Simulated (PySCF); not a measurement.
CH₇FOSi₂, SMILES [SiH2]([SiH2]CF)O.

Geometry: r2SCAN-D4/def2-SVP. This is a generated structure with no PubChem entry under its InChIKey; it may be hypothetical. One conformer was computed; it need not be the lowest.

Vertical ionisation energy (IE) and electron affinity (EA) in eV. Rows of orbital energies are one-electron estimates. Where ΔSCF, EOM or ADC give a negative EA the extra electron is unbound and the value depends on the basis.

```json
[
 {"level": "−ε(HOMO), −ε(LUMO), CAM-B3LYP/def2-TZVP (PySCF)", "IE": "(withheld)", "EA": "(withheld)"},
 {"level": "−ε(HOMO), −ε(LUMO), PBE/def2-TZVP (PySCF)", "IE": "6.75", "EA": "1.50"}
]
```

What belongs in the gaps? (Estimate from the structure and the level; the computed values follow.)


- −ε(HOMO), −ε(LUMO), CAM-B3LYP/def2-TZVP (PySCF), IE: 9.38
- −ε(HOMO), −ε(LUMO), CAM-B3LYP/def2-TZVP (PySCF), EA: -0.33
